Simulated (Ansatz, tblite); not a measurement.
Spin states of the cluster Cu2Se (the lowest singlet isomer of a short search), each relaxed with PBE0-D4/def2-TZVP in Ansatz. Electronic energies in the gas phase.

The xTB rows come from tblite. HSE06 is defined as in plane-wave codes, on full-range PBE exchange. Correlated methods freeze 27 core orbitals; core or outer-core shells of Se are correlated, in sets that lack core-valence functions. The structure comes from a short search, and lower isomers may exist.

Singlet geometry (C2v within 0.1 Å):

```xyz
3

Cu   -0.704    0.537    1.136
Cu    0.671   -1.261   -0.182
Se    0.033    0.725   -0.955
```

Triplet geometry (C2v within 0.1 Å):

Cartesian coordinates in Å:
```
Cu -0.119 1.324 -0.361
Cu 0.992 -0.803 -0.519
Se -0.873 -0.521 0.881
```

Quintet geometry (C2v within 0.1 Å):

```csv
atom,x (Å),y (Å),z (Å)
Cu1,-0.755,-0.482,-1.101
Cu2,-0.118,-0.595,1.283
Se3,0.873,1.076,-0.182
```

⟨S²⟩: triplet 2.01 at PBE0-D4/def2-TZVP (pure 2.00), quintet 6.02 at PBE0-D4/def2-TZVP (pure 6.00).

Only these spin states were relaxed.

```json
{"level": "GFN2-xTB", "triplet − singlet (kJ/mol)": "216.1", "quintet − singlet (kJ/mol)": "705.7", "lowest of these": "singlet"}
{"level": "PBE-D4/def2-TZVP", "triplet − singlet (kJ/mol)": "115.5", "quintet − singlet (kJ/mol)": "339.0", "lowest of these": "singlet"}
{"level": "B97M-V/def2-TZVP", "triplet − singlet (kJ/mol)": "112.8", "quintet − singlet (kJ/mol)": "350.4", "lowest of these": "singlet"}
{"level": "PBE0-D4/def2-TZVP", "triplet − singlet (kJ/mol)": "132.6", "quintet − singlet (kJ/mol)": "384.5", "lowest of these": "singlet"}
{"level": "r2SCAN0-D4/def2-TZVP", "triplet − singlet (kJ/mol)": "127.4", "quintet − singlet (kJ/mol)": "367.5", "lowest of these": "singlet"}
{"level": "HSE06-D4/def2-TZVP", "triplet − singlet (kJ/mol)": "132.6", "quintet − singlet (kJ/mol)": "384.6", "lowest of these": "singlet"}
```

Estimate the rows for GFN1-xTB, revPBE-D4/def2-TZVP, r2SCAN-D4/def2-TZVP, BHLYP-D4/def2-TZVP, RPA@PBE/def2-TZVP.


```json
{"level": "GFN1-xTB", "triplet − singlet (kJ/mol)": "214.3", "quintet − singlet (kJ/mol)": "560.9", "lowest of these": "singlet"}
{"level": "revPBE-D4/def2-TZVP", "triplet − singlet (kJ/mol)": "112.8", "quintet − singlet (kJ/mol)": "330.3", "lowest of these": "singlet"}
{"level": "r2SCAN-D4/def2-TZVP", "triplet − singlet (kJ/mol)": "114.2", "quintet − singlet (kJ/mol)": "324.8", "lowest of these": "singlet"}
{"level": "BHLYP-D4/def2-TZVP", "triplet − singlet (kJ/mol)": "132.0", "quintet − singlet (kJ/mol)": "407.3", "lowest of these": "singlet"}
{"level": "RPA@PBE/def2-TZVP", "triplet − singlet (kJ/mol)": "121.0", "quintet − singlet (kJ/mol)": "333.0", "lowest of these": "singlet"}
```

The xTB methods have no term that favours high spin, so they put low spin too low.
